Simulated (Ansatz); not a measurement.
Basis-set extrapolation for `O=CB(F)[SiH3]` (PBE0-D4/def2-TZVP geometry, frozen core, Ansatz). Multiplicity 1, RHF reference.

```tsv
	def2-TZVPP	def2-QZVPP
HF	-528.243819	-528.263278
MP2 correlation	-0.845589	-0.913535
CCSD(T) correlation	-0.915739	not run
```

Energies in hartree. Use E(X) = E(∞) + A·exp(−7.88·√X) for Hartree–Fock and E(X) = E(∞) + B·X^(−2.97) for correlation, with X = 3 and 4, and add CCSD(T) minus MP2 of the smaller set to the MP2 limit.

Problem. What is the CCSD(T) energy at the basis-set limit?

Solution. HF limit: -528.263278 + (-0.019459) × 0.13774 = -528.26596. MP2 limit: -0.913535 + (-0.067946) × 0.74074 = -0.96387. Higher-order term: -0.915739 − (-0.845589) = -0.07015. Total: -529.29998 hartree, 88.1 kcal/mol below CCSD(T)/def2-TZVPP.
